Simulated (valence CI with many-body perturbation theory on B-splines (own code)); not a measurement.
**E1 line list for As27+**

Level of theory: configuration interaction combined with many-body perturbation theory (CI+MBPT): four valence electrons over a frozen Dirac-Fock core [He], a basis of 11 s, 11 p, 9 d, 7 f, 5 g, 2 h, 1 i functions for each j, with the one-electron correlation potential Σ1 (screened to all orders), the two-electron term Σ2, the three-electron term Σ3, Breit, model QED; selected single and double excitations, second order for the rest (own B-spline code, finite nucleus).

The last digits are not significant, and no measured levels were compared; by estimate large intervals hold to a few tenths of a per cent, small ones and those within an open d or f shell to about a per cent. Among the levels kept, up to 260 cm⁻¹ of a level comes from second order outside the variational space, and about a tenth of that is noise between levels of different J, which matters for small intervals.

Lines 201 to 250 of 254 in falling wavelength, among levels below 1871.9 eV, chosen from the strongest by gf and those to the six lowest levels. Wavelengths and rates use the calculated energies. Electric multipoles are in the length gauge, E1 and E2 with the static RPA response of the core. Weak lines are less certain than strong ones. Lines between different terms over intervals too small for the method are left out, as are lines whose strength nearly cancels. The highest levels of a list are the least certain.

Levels are named by their leading jj configuration (3d3/2^4 stands for four electrons in 3d with j = 3/2), which in mixed levels can hold well under half, so a name can repeat and another be missing. Letters in brackets count levels of one name in rising energy.

```tsv
λ vac (Å)	Upper	Lower	A (s⁻¹)	S (a.u.) with core polarisation	S without
7.056	(2s 2p1/2 2p3/2 3p1/2) J=2 [a]	(2s^2 2p1/2 2p3/2) J=1	4.59e+12	3.98e-03	3.97e-03
7.052	(2s 2p1/2 2p3/2 3p3/2) J=1 [d]	(2s^2 2p3/2^2) J=0	6.52e+11	3.38e-04	3.38e-04
7.051	(2s 2p1/2 2p3/2 3p3/2) J=1 [a]	(2s^2 2p1/2 2p3/2) J=2	3.66e+11	1.90e-04	1.90e-04
7.048	(2s 2p1/2 2p3/2 3p1/2) J=3	(2s^2 2p1/2 2p3/2) J=2	4.15e+12	5.02e-03	5.02e-03
7.043	(2s 2p1/2^2 3p1/2) J=1	(2s^2 2p1/2^2) J=0	2.22e+12	1.15e-03	1.14e-03
7.029	(2s 2p1/2 2p3/2 3p3/2) J=2 [a]	(2s^2 2p1/2 2p3/2) J=2	7.97e+11	6.83e-04	6.82e-04
7.025	(2s 2p1/2 2p3/2 3p3/2) J=3 [c]	(2s^2 2p3/2^2) J=2	2.06e+11	2.46e-04	2.46e-04
7.017	(2s 2p1/2 2p3/2 3p3/2) J=2 [c]	(2s^2 2p3/2^2) J=2	2.40e+12	2.05e-03	2.04e-03
7.015	(2s 2p1/2 2p3/2 3p3/2) J=1 [a]	(2s^2 2p1/2 2p3/2) J=1	1.12e+13	5.74e-03	5.73e-03
7.009	(2s 2p1/2 2p3/2 3p1/2) J=2 [b]	(2s^2 2p1/2 2p3/2) J=2	2.48e+12	2.11e-03	2.10e-03
6.996	(2s 2p1/2 2p3/2 3p3/2) J=1 [c]	(2s^2 2p3/2^2) J=2	1.78e+12	9.00e-04	8.99e-04
6.994	(2s 2p1/2 2p3/2 3p3/2) J=2 [a]	(2s^2 2p1/2 2p3/2) J=1	1.30e+13	1.09e-02	1.09e-02
6.991	(2s 2p3/2^2 3p1/2) J=2	(2s^2 2p3/2^2) J=2	3.57e+12	3.01e-03	3.00e-03
6.982	(2s 2p1/2 2p3/2 3p3/2) J=2 [b]	(2s^2 2p1/2 2p3/2) J=2	1.27e+13	1.07e-02	1.07e-02
6.977	(2s 2p3/2^2 3p1/2) J=3	(2s^2 2p3/2^2) J=2	1.73e+13	2.02e-02	2.02e-02
6.974	(2s 2p1/2 2p3/2 3p1/2) J=2 [b]	(2s^2 2p1/2 2p3/2) J=1	1.28e+12	1.07e-03	1.07e-03
6.974	(2s 2p1/2 2p3/2 3p3/2) J=1 [b]	(2s^2 2p1/2 2p3/2) J=2	1.50e+13	7.52e-03	7.51e-03
6.973	(2s 2p1/2 2p3/2 3p3/2) J=0 [a]	(2s^2 2p1/2 2p3/2) J=1	1.66e+13	2.78e-03	2.78e-03
6.972	(2s 2p1/2^2 3p3/2) J=1	(2s^2 2p1/2^2) J=0	1.45e+13	7.29e-03	7.28e-03
6.970	(2s 2p1/2 2p3/2 3p3/2) J=3 [b]	(2s^2 2p1/2 2p3/2) J=2	1.26e+13	1.48e-02	1.47e-02
6.969	(2s 2p1/2 2p3/2 3p3/2) J=2 [d]	(2s^2 2p3/2^2) J=2	5.20e+11	4.34e-04	4.34e-04
6.967	(2s 2p1/2 2p3/2 3p3/2) J=1 [d]	(2s^2 2p3/2^2) J=2	2.52e+12	1.26e-03	1.26e-03
6.965	(2s 2p3/2^2 3p3/2) J=3	(2s^2 2p3/2^2) J=2	1.20e+12	1.40e-03	1.39e-03
6.950	(2s 2p1/2 2p3/2 3p1/2) J=1 [a]	(2s^2 2p1/2^2) J=0	2.29e+12	1.14e-03	1.14e-03
6.947	(2s 2p1/2 2p3/2 3p3/2) J=2 [b]	(2s^2 2p1/2 2p3/2) J=1	9.88e+11	8.18e-04	8.17e-04
6.939	(2s 2p3/2^2 3p3/2) J=1	(2s^2 2p3/2^2) J=2	1.20e+13	5.94e-03	5.93e-03
6.939	(2s 2p1/2 2p3/2 3p3/2) J=1 [b]	(2s^2 2p1/2 2p3/2) J=1	7.75e+11	3.83e-04	3.83e-04
6.936	(2s^2 2p3/2 3d5/2) J=1	(2s^2 2p1/2^2) J=0	1.35e+12	6.65e-04	6.64e-04
6.925	(2s 2p1/2 2p3/2 3p1/2) J=2 [c]	(2s^2 2p1/2 2p3/2) J=2	3.64e+12	2.99e-03	2.98e-03
6.919	(2s 2p3/2^2 3p3/2) J=2	(2s^2 2p3/2^2) J=2	1.27e+13	1.04e-02	1.04e-02
6.907	(2s 2p1/2 2p3/2 3p1/2) J=1 [b]	(2s^2 2p1/2 2p3/2) J=2	5.78e+12	2.82e-03	2.82e-03
6.891	(2s 2p1/2 2p3/2 3p1/2) J=2 [c]	(2s^2 2p1/2 2p3/2) J=1	5.64e+11	4.55e-04	4.54e-04
6.874	(2s 2p1/2 2p3/2 3p3/2) J=3 [c]	(2s^2 2p1/2 2p3/2) J=2	4.48e+12	5.03e-03	5.03e-03
6.873	(2s 2p1/2 2p3/2 3p1/2) J=1 [b]	(2s^2 2p1/2 2p3/2) J=1	2.68e+12	1.29e-03	1.29e-03
6.866	(2s 2p1/2 2p3/2 3p3/2) J=2 [c]	(2s^2 2p1/2 2p3/2) J=2	5.38e+12	4.30e-03	4.29e-03
6.853	(2s 2p1/2 2p3/2 3p1/2) J=0	(2s^2 2p1/2 2p3/2) J=1	8.07e+12	1.28e-03	1.28e-03
6.852	(2s 2p1/2 2p3/2 3p1/2) J=1 [c]	(2s^2 2p1/2 2p3/2) J=2	7.46e+11	3.55e-04	3.55e-04
6.846	(2s 2p1/2 2p3/2 3p3/2) J=1 [c]	(2s^2 2p1/2 2p3/2) J=2	3.90e+11	1.85e-04	1.85e-04
6.841	(2s 2p3/2^2 3p1/2) J=2	(2s^2 2p1/2 2p3/2) J=2	2.12e+11	1.68e-04	1.68e-04
6.832	(2s 2p1/2 2p3/2 3p3/2) J=2 [c]	(2s^2 2p1/2 2p3/2) J=1	4.13e+11	3.25e-04	3.24e-04
6.828	(2s 2p3/2^2 3p1/2) J=3	(2s^2 2p1/2 2p3/2) J=2	7.23e+11	7.95e-04	7.93e-04
6.820	(2s 2p1/2 2p3/2 3p3/2) J=2 [d]	(2s^2 2p1/2 2p3/2) J=2	1.08e+12	8.44e-04	8.43e-04
6.818	(2s 2p1/2 2p3/2 3p3/2) J=1 [d]	(2s^2 2p1/2 2p3/2) J=2	6.25e+11	2.93e-04	2.93e-04
6.818	(2s 2p1/2 2p3/2 3p1/2) J=1 [c]	(2s^2 2p1/2 2p3/2) J=1	2.22e+12	1.04e-03	1.04e-03
6.817	(2s 2p1/2 2p3/2 3p3/2) J=1 [b]	(2s^2 2p1/2^2) J=0	8.31e+11	3.90e-04	3.89e-04
6.817	(2s 2p3/2^2 3p3/2) J=3	(2s^2 2p1/2 2p3/2) J=2	1.04e+12	1.14e-03	1.14e-03
6.813	(2s 2p1/2 2p3/2 3p3/2) J=1 [c]	(2s^2 2p1/2 2p3/2) J=1	3.26e+12	1.53e-03	1.52e-03
6.808	(2s 2p3/2^2 3p1/2) J=2	(2s^2 2p1/2 2p3/2) J=1	2.49e+12	1.94e-03	1.93e-03
6.792	(2s 2p3/2^2 3p3/2) J=1	(2s^2 2p1/2 2p3/2) J=2	1.84e+12	8.55e-04	8.53e-04
6.787	(2s 2p1/2 2p3/2 3p3/2) J=2 [d]	(2s^2 2p1/2 2p3/2) J=1	1.89e+12	1.46e-03	1.46e-03
```
